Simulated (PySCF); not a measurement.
Dipole response of Cr+ (chromium, charge +1)

[Ar] 3d5, high-spin 6S determinant. Calculation: PySCF 2.14, in def2-TZVPPD (6s6p4d2f1g, 67 functions); the non-relativistic Hamiltonian (point nucleus). Coupled (time-dependent) response in atomic units; α is the mean over directions.

| method | mean α (bohr³) | C₆ (like pair) | S(−4) |
| --- | --- | --- | --- |
| wB97X-V | 10.15 | 28.99 | 189.7 |
| wB97M-V | 10.48 | 29.86 | 209.4 |

S(−4) is the Cauchy moment in α(ω) = α(0) + S(−4) ω² + …

α(iu) at wB97M-V:

| u (hartree) | α(iu) (bohr³) |
| --- | --- |
| 0 | 10.48 |
| 0.0500 | 9.993 |
| 0.100 | 8.835 |
| 0.200 | 6.444 |
| 0.300 | 4.930 |
| 0.500 | 3.515 |
| 0.750 | 2.761 |
| 1.00 | 2.320 |
| 1.50 | 1.721 |
| 2.00 | 1.305 |
| 3.00 | 0.7937 |
| 5.00 | 0.3654 |

For an ion, C₆ is the dispersion term alone; charge-induced terms of lower order in 1/R come first.
